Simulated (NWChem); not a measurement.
System: hydrogen telluride (H$_{2}$Te); SMILES [TeH2]

```xyz
3

Te     0.0000     0.0000     0.0379
H      0.0000    -1.1785    -1.1353
H      0.0000     1.1785    -1.1353
```
Atoms are numbered in this order, from 1.

Structure relaxed at the PBE0/def2-SVP (def2 core potentials past Kr) level.

Spin-orbit effects, on the heavy nuclei and on their neighbours, are missing.

Problem. Give the principal values of the shielding tensors (ppm) of Te1 from PBE0/x2c-SVPall-s, scalar ZORA without spin-orbit coupling, GIAO (NWChem), with their diamagnetic and paramagnetic parts as GIAO splits them.

Solution. 
```tsv
atom	σ11	σ22	σ33	isotropic	diamagnetic	paramagnetic
Te1	2653.1	3448.8	4319.9	3474.0	5334.3	-1860.4
```
